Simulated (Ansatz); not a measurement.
SnMeF3 (CH3F3Sn). The state is a singlet with charge 0. Geometry PBE0-D4/def2-SVP.

Cartesian coordinates in Å:
```
Sn 0.632 -0.092 -0.621
C -0.867 0.126 0.852
H -1.835 -0.131 0.403
H -0.868 1.168 1.195
H -0.638 -0.552 1.683
F 2.393 0.399 -0.031
F 0.348 0.967 -2.198
F 0.835 -1.884 -1.282
```

In the def2 sets Sn takes a core potential; there is no spin–orbit coupling.

Q: Estimate the orbital energies around the gap (eV) in Ansatz with HF/def2-TZVP, PBE-D4/def2-TZVP, BLYP-D4/def2-TZVP, r2SCAN-D4/def2-TZVP, PBE0-D4/def2-TZVP.

A: 
| orbital | HF/def2-TZVP | PBE-D4/def2-TZVP | BLYP-D4/def2-TZVP | r2SCAN-D4/def2-TZVP | PBE0-D4/def2-TZVP |
| --- | --- | --- | --- | --- | --- |
| HOMO−5 | -16.77 | -9.34 | -9.27 | -9.84 | -11.44 |
| HOMO−4 | -16.77 | -9.34 | -9.27 | -9.84 | -11.44 |
| HOMO−3 | -16.71 | -9.16 | -9.10 | -9.67 | -11.24 |
| HOMO−2 | -16.56 | -9.16 | -9.10 | -9.67 | -11.24 |
| HOMO−1 | -16.56 | -9.07 | -9.00 | -9.58 | -11.17 |
| HOMO | -13.60 | -8.68 | -8.58 | -9.06 | -10.24 |
| LUMO | 1.65 | -3.03 | -3.02 | -2.76 | -2.04 |
| LUMO+1 | 2.77 | -0.63 | -0.59 | -0.25 | 0.17 |
| LUMO+2 | 2.77 | -0.63 | -0.59 | -0.25 | 0.17 |
| LUMO+3 | 3.06 | -0.08 | -0.12 | 0.69 | 0.67 |
| LUMO+4 | 4.78 | 1.25 | 1.22 | 2.05 | 2.05 |
| LUMO+5 | 4.78 | 1.25 | 1.22 | 2.05 | 2.05 |
